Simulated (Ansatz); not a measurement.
Reaction: BNH4 (SMILES BN) → BNH4+ (parent SMILES BN, doublet) + e-
Each species at its own B3LYP-D3(BJ)/def2-TZVP minimum (Ansatz, a quantum-chemistry and plane-wave program).

Total energies in hartree (Ansatz). UHF or UKS for unpaired electrons; spin-orbit terms are left out. Correlated methods leave the cores frozen. No relativity. The spin of H4BN+ (parent SMILES BN, doublet) was assumed, and the state is the lowest solution found for it.

| species | HF/cc-pVTZ | CCSD(T)/cc-pVTZ | HF/cc-pVQZ | CCSD(T)/cc-pVQZ | CCSDT(Q)/cc-pVTZ |
|---|---|---|---|---|---|
| 1: BNH4 (SMILES NB) | -81.52660 | -81.88933 | -81.53287 | -81.91470 | -81.89031 |
| 2: BNH4+ (parent SMILES NB, doublet) | -81.18729 | -81.49947 | -81.19293 | -81.52176 | -81.50077 |

**Question.** Work out the adiabatic ionisation energy (electronic) in eV: take Hartree-Fock from cc-pVQZ, extrapolate the CCSD(T) correlation energy as X^-3 (X = 3, 4), and add CCSDT(Q) - CCSD(T) in cc-pVTZ. 1 hartree = 27.211 eV.

**Answer.** 
Species 1: correlation (64·(-0.38183) - 27·(-0.36273))/37 = -0.39577; step -0.00098; E1 = -81.53287 + (-0.39577) + (-0.00098) = -81.92962
Species 2: correlation (64·(-0.32883) - 27·(-0.31218))/37 = -0.34098; step -0.00130; E2 = -81.19293 + (-0.34098) + (-0.00130) = -81.53521
-1·E1 +1·E2 = 0.39441 hartree = 10.73 eV.
